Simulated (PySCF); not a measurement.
Geometry (Å), atoms numbered from 1 in this order:
```xyz
23

C    -4.279    0.447    0.264
C    -2.880    0.577   -0.321
C    -1.817   -0.182    0.472
Si   -0.065   -0.027   -0.208
C     1.152   -1.001    0.864
C     2.581   -1.141    0.326
Si    3.560    0.465    0.135
H    -4.316    0.833    1.296
H    -5.020    1.005   -0.328
H    -4.600   -0.606    0.296
H    -2.604    1.644   -0.379
H    -2.885    0.217   -1.365
H    -2.073   -1.257    0.517
H    -1.806    0.165    1.522
H    -0.013   -0.544   -1.615
H     0.324    1.420   -0.251
H     1.161   -0.529    1.863
H     0.708   -2.002    1.018
H     3.176   -1.797    0.986
H     2.576   -1.640   -0.660
H     4.994    0.147   -0.148
H     3.037    1.303   -0.987
H     3.489    1.270    1.396
```

Geometry: PBE0-D3(BJ)/def2-SVP; GIAO shifts from PySCF 2.14.0 with density-fitted response routines, gas phase, non-relativistic, averaged over equivalent atoms.

At PBE0/pcSseg-1 (213 basis functions, 69 s wall time on 1 thread of an Arm Neoverse N1, shared host):
```
      atoms  δ (ppm)
         C2     21.8
         C1     20.5
         C3     15.4
         C5      8.6
         C6      4.5
        Si4    -30.7
        Si7    -64.7
    H15/H16     4.02
H21/H22/H23     3.87
    H11/H12     1.26
  H8/H9/H10     1.05
    H19/H20     0.93
    H17/H18     0.85
    H13/H14     0.43
```

Chemical shifts δ = σref − σ; $^{13}$C (184.41 ppm), $^{29}$Si (351.99 ppm), $^{1}$H (31.27 ppm) vs TMS, all at this level.

Predict the values at HF/pcSseg-1 on the same geometry.

Answers


```tsv
atoms	δ at HF/pcSseg-1	change
C2	18.7	-3.1
C1	20.1	-0.4
C3	12.4	-3.0
C5	5.0	-3.6
C6	2.0	-2.5
Si4	-25.4	+5.3
Si7	-56.3	+8.4
H15/H16	3.72	-0.30
H21/H22/H23	3.65	-0.22
H11/H12	1.08	-0.18
H8/H9/H10	1.10	+0.05
H19/H20	0.67	-0.26
H17/H18	0.56	-0.29
H13/H14	0.20	-0.23
```

References, each an isolated molecule treated in the same way: $^{13}$C (σref 190.85), $^{29}$Si (σref 393.43), $^{1}$H (σref 31.69) vs TMS.

The largest change is at Si7 (silicon bonded to C, 3 H). Cost: 213 basis functions, 38 s wall time on 1 thread of an Arm Neoverse N1, shared host. The order of the carbon signals changes between the two levels.
